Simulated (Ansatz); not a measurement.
Input file for `[AlH2][SiH]1CSC1`:

```yaml
crystal:
  periodic: [false, false, false]
  atoms:
    - {symbol: Al, position_ang: [-1.050215, 0.672468, 1.463573]}
    - {symbol: Si, position_ang: [-0.717511, -0.800038, -0.448311]}
    - {symbol: C, position_ang: [1.071212, -1.041616, 0.200021]}
    - {symbol: S, position_ang: [1.120640, 0.791868, 0.204548]}
    - {symbol: C, position_ang: [0.096240, 0.705268, -1.314405]}
    - {symbol: H, position_ang: [-1.781117, 2.068674, 1.233960]}
    - {symbol: H, position_ang: [-0.698323, 0.127767, 2.918137]}
    - {symbol: H, position_ang: [-1.309834, -1.875117, -1.307103]}
    - {symbol: H, position_ang: [1.834642, -1.406691, -0.490517]}
    - {symbol: H, position_ang: [1.233159, -1.444688, 1.198894]}
    - {symbol: H, position_ang: [0.755492, 0.526872, -2.166756]}
    - {symbol: H, position_ang: [-0.477385, 1.620034, -1.457941]}
basis:
  gaussian: {orbitals: def2-SVP}
correlation: {method: ccsd_t}
```

```sh
$ ansatz run in.yaml --threads 4 --pin off --events-out ev --progress --plain --max-ram 10444MiB
```

The program prints (abridged):

```
Functional definition: HF
1142 factors; integrals over basis functions are off by at most 1.2e-3 eV
mean field evaluation 1: about -27421.6666 eV, gradient 2.4e1 eV
mean field evaluation 2: about -27421.6736 eV, gradient 2.4e1 eV
mean field evaluation 4: about -27423.7901 eV, gradient 3.4e0 eV
mean field evaluation 8: about -27423.8313 eV, gradient 6.9e-5 eV
mean field -27423.83126043 eV, -1007.8072102805 hartree, gradient 2.9e-6 eV, S^2 0.000000; 0 other end points of the search recorded, 0 dependent functions left out
17 core orbitals not correlated: weight in the atoms' cores, before any rotation towards them, 1.000 or more for the frozen orbitals, at most 0.000 for the correlated occupied ones
reference -27423.83126043 eV, -1007.8072102805 hartree; 14, 14 occupied and 86, 86 virtual orbitals, 1142 factors
second order -15.71558159 eV of doubles, -0.00000000 eV of singles
cycle   1  -16.78715341 eV  change    -1.1e0 eV  update   1.0e-1
cycle   2  -17.34919760 eV  change   -5.6e-1 eV  update   3.1e-2
cycle   3  -17.42429407 eV  change   -7.5e-2 eV  update   1.1e-2
cycle   4  -17.42155795 eV  change    2.7e-3 eV  update   3.1e-3
cycle   5  -17.42177801 eV  change   -2.2e-4 eV  update   1.0e-3
cycle   6  -17.42161188 eV  change    1.7e-4 eV  update   3.3e-4
cycle   7  -17.42152689 eV  change    8.5e-5 eV  update   1.0e-4
cycle   8  -17.42154064 eV  change   -1.4e-5 eV  update   3.8e-5
cycle   9  -17.42153593 eV  change    4.7e-6 eV  update   1.2e-5
perturbative correction -0.62398198 eV, -0.0229309149 hartree
Total energy: -27441.87677835 eV, -1008.4703708321 hartree
```

It took 6 s on 4 threads of a server CPU on a shared host, with 0.6 GiB of host memory at the peak.

The correlation energy is -18.046 eV, 3.5 % of it from (T); the T1 diagnostic reads 0.0115.
